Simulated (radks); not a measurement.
All-electron atom: Be+ in [He] 2s1.

Calculated with a radial shooting solver on a logarithmic mesh with Libxc functionals: scalar-relativistic Kohn-Sham, LDA (Slater exchange, Perdew-Wang correlation), spin-unpolarised, spherical densities, finite nucleus; Fermi nuclear charge, rms radius 2.519 fm; without spin polarisation the odd electron is poorly described.

Energy parts (eV):
total: -383.672
kinetic: 380.601
electron-nucleus: -858.770
Hartree: 156.923
exchange-correlation: -62.427

Orbitals (lengths in bohr, moments of r in powers of bohr; <r^-3> diverges for s and p1/2; r(max) is where P^2 peaks):
orbital  occ.  eigenvalue (eV)   <1/r>  <r^-3>  r(max)
1s          2        -116.4238   3.635       -  0.2683
2s          1         -13.6406  0.6205       -   1.890
2p          0          -9.8178  0.5394  0.5005   1.871
3s          0          -3.5914  0.2295       -   5.663

The highest occupied level is 2s at -13.641 eV. The density falls to 0.001 e/bohr^3 at r = 3.47 bohr. The electron density at the nucleus is 34.77 e/bohr^3 (large components only). Summed over all electrons, <r^2> = 6.716 bohr^2, which gives a Langevin (diamagnetic) susceptibility term of -5.32 x 10^-6 cm^3/mol. For comparison, the ionisation energy in NIST's Atomic Spectra Database is 18.211 eV (measured). In exact Kohn-Sham theory the highest level is minus the ionisation energy, but local and semilocal functionals leave it too shallow, through self-interaction and a potential that decays too fast; potentials with the right tail come closer.
